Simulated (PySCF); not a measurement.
A calculated (PBEsol, PySCF 2.14, ANO-RCC-VTZP, the spin-free X2C one-electron Hamiltonian (Gaussian nucleus)) atom or ion has these occupied shells.

```
shell  electrons  orbital energy (eV)  rms radius, mean of both spins (bohr)
 1s α          1              -7605.7                                 0.0649
 1s β          1              -7605.7                                 0.0649
 2s α          1              -926.34                                  0.277
 2s β          1              -923.96                                  0.277
 2p α          3              -797.60                                  0.249
 2p β          3              -795.74                                  0.249
 3s α          1              -131.87                                  0.830
 3s β          1              -126.89                                  0.830
 3p α          3              -95.042                                  0.876
 3p β          3              -90.141                                  0.876
 3d α          5              -36.661                                   1.10
 3d β          1              -32.573                                   1.10
 4p α          1              -18.294                                   2.90
```

Question: Name the element and its charge.

Answer: Co²⁺ (cobalt, charge +2), in [Ar] 3d6 4p1, one real determinant (an excited configuration).
